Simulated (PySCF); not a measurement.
# Simulated absorption spectrum

Compound: C₅H₁₀Se.
SMILES: `C=C(C)CC[SeH]`

Theory: TDDFT CAM-B3LYP/def2-SVPD, vertical, gas phase, core orbitals frozen in the response (PySCF). Geometry: PBE0-D3(BJ)/def2-SVP, one conformer, isolated molecule. Relativistic effects, spin–orbit coupling among them, are left out although an element past zinc is present. Torsions of this conformer, `[CH2:1]=[C:2]([CH3:3])[CH2:4][CH2:5][SeH:6]`: C1–C2–C4–C5 107°, C2–C4–C5–Se6 176°, H–Se6–C5–C4 65°.

Computed states:

```csv
state,E (eV),f
S1,4.82,0.0033
S2,5.58,0.030
S3,6.61,0.020
S4,6.74,0.136
S5,6.82,0.053
S6,7.07,0.077
S7,7.13,0.296
S8,7.27,0.012
S9,7.45,0.029
S10,7.64,0.013
```

Broadening: Gaussians 0.5 eV wide at half height, area fixed by f = 4.319×10⁻⁹ ∫ε dν̃. The cross-section is σ = 3.8235×10⁻²¹ ε cm², given in Mb (10⁻¹⁸ cm²). The width is an assumption, not a result. The curve ends short of the highest state used, and states not computed would add to its high-energy end.

**Question.** Give the broadened spectrum and its maxima.

**Answer.** 
```tsv
λ (nm)	σ (Mb)
176.0	91.28
179.7	79.28
183.4	60.86
187.1	41.21
190.8	22.85
194.5	9.96
198.1	3.56
201.8	1.15
205.5	0.83
209.2	1.64
212.9	3.18
216.6	4.92
220.2	6.07
223.9	6.18
227.6	5.25
231.3	3.78
235.0	2.39
238.7	1.39
242.3	0.86
246.0	0.65
249.7	0.63
253.4	0.67
257.1	0.69
260.8	0.65
264.4	0.57
268.1	0.45
271.8	0.33
275.5	0.23
279.2	0.14
282.9	0.08
286.5	0.05
290.2	0.03
293.9	0.01
297.6	0.01
301.3	0.00
305.0	0.00
```

Maxima: 257 nm (4.83 eV), ε about 180, made up of S1 (98%); 222 nm (5.58 eV), ε about 1600, made up of S2 (100%) (ε in L mol⁻¹ cm⁻¹; maxima over ε = 5, shares over 10%). At its high-energy end, 7.04 eV, the curve is still rising (ε about 24000, from S4, S6 and S7).

**Question.** What would ε be at 5.58 eV, the highest of these maxima, with half the width (0.25 eV)?

**Answer.** About 3280 L mol⁻¹ cm⁻¹ against 1640, a factor of about 2.00; a lone state at its own centre would give exactly 2.

**Question.** Coming from long wavelengths, where does ε first pass 100 L mol⁻¹ cm⁻¹?

**Answer.** At about 270 nm (4.59 eV), 0.23 eV below S1.

**Question.** On this curve, what absorbance would a 10⁻⁴ mol/L sample give at 254 nm over a 1 cm path?

**Answer.** 254 nm is 4.881 eV, where ε is about 180 L mol⁻¹ cm⁻¹, so A = ε c l ≈ 0.018 (Beer–Lambert, with the gas-phase spectrum and the assumed width).

All these states lie below the vertical ionisation energy of 8.81 eV (ΔSCF).
